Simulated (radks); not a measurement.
Results of a calculation; reference values are marked as such.
Problem. All-electron atom: Ba I in [Xe] 6s2 (the NIST ground configuration). Level of theory: scalar-relativistic Kohn-Sham, RPBE, spin-polarised, spherical densities, point nucleus (a radial shooting solver on a logarithmic mesh with Libxc functionals). Some entries of the table are withheld. Estimate them.

orbital,occ.,eigenvalue (eV),<r> (bohr)
1s,2,-37262.16,0.02558
2s,2,-5889.724,0.1097
2p,6,-5280.659,0.09619
3s,2,-1243.324,0.2919
3p,6,-1048.121,0.2899
3d,10,(1),0.2666
4s,2,(2),0.6739
4p,6,-181.0727,(3)
4d,10,-89.7168,0.8002
5s,2,-33.6933,(4)
5p,6,-18.7669,1.918
6s,2,-3.1850,4.841
5d,0,-1.9833,3.579
6p,0,-1.2589,(5)

Solution. 
(1) 3d eigenvalue (eV): -764.9220
(2) 4s eigenvalue (eV): -244.0135
(3) 4p <r> (bohr): 0.7155
(4) 5s <r> (bohr): 1.639
(5) 6p <r> (bohr): 6.563
